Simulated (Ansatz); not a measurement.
Job for Ansatz (an electronic-structure program): R-BHLYP/def2-TZVPPD on H2O (SMILES O). The basis file is the Basis Set Exchange's JSON of that set.

Ansatz 0.2 input:
```yaml
crystal:
  periodic: [false, false, false]
  atoms:
    - {symbol: O, position_ang: [-0.00000000, -0.00000000, 0.38961139]}
    - {symbol: H, position_ang: [-0.00000000, 0.76498632, -0.19485569]}
    - {symbol: H, position_ang: [0.00000000, -0.76498632, -0.19485569]}
basis:
  gaussian:
    orbitals: def2-TZVPPD.json
hamiltonian:
  xc: {name: BHLYP}
scf: {lower_state_search: off}
```

Give the final energy of this run.

-76.4251 hartree.
